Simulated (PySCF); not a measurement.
C4H4O2. Atoms are numbered in the order given.

```xyz
10

O      0.1354     1.9911     0.0000
C     -0.0606     0.6729     0.0000
C     -1.1655    -0.1324     0.0000
C     -0.6454    -1.4705     0.0000
C      0.7082    -1.3587     0.0000
O      1.0646    -0.0423     0.0000
H     -0.7220     2.4285     0.0000
H     -2.2066     0.1813     0.0000
H     -1.2177    -2.3958     0.0000
H      1.5262    -2.0722     0.0000
```

Geometry optimised at PBE0-D3(BJ)/def2-SVP. Other conformers were not sampled.

Computed with CAM-B3LYP/def2-TZVP (PySCF).

Isolated molecule, no solvent.

Computed frontier levels, gap, dipole moment and polarisability:
highest occupied level: -7.27 eV
lowest empty level: 1.51 eV
orbital gap: 8.77 eV
dipole moment: 1.96 D
quadrupole, principal values (traceless, Buckingham form, about the centre of nuclear charge): -6.82, -4.82, 11.65 D·Å
mean static polarisability: 49.3 bohr³ (7.30 Å³)
polarisability, principal values: 31.8, 54.3, 61.6 bohr³
